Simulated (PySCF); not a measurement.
C₂H₆BFO₂, SMILES OB(CF)OC. Geometry optimised at PBE0-D3(BJ)/def2-SVP. This is a generated structure with no PubChem entry under its InChIKey; it may be hypothetical. One conformer was computed; it need not be the lowest.

Give the equilibrium geometry at PBE0-D3(BJ)/def2-SVP (PySCF confirms it by a frequency run) as Cartesian coordinates in Å. (An estimate is asked for; the answer gives what the named calculation found.)

This is not unique; one that fits is 
```xyz
12

C     -2.4057     0.4649     0.2269
O     -1.0542     0.7834     0.4533
B     -0.0430     0.0086     0.0045
O     -0.2614    -1.1314    -0.6973
C      1.4500     0.4513     0.3106
F      2.3213    -0.4844    -0.2413
H     -2.8924     1.2993    -0.3016
H     -2.9159     0.3266     1.1931
H     -2.5177    -0.4521    -0.3708
H      0.5890    -1.5313    -0.9226
H      1.6420     0.5177     1.3957
H      1.6776     1.4433    -0.1173
```
Charge 0, spin multiplicity 1.
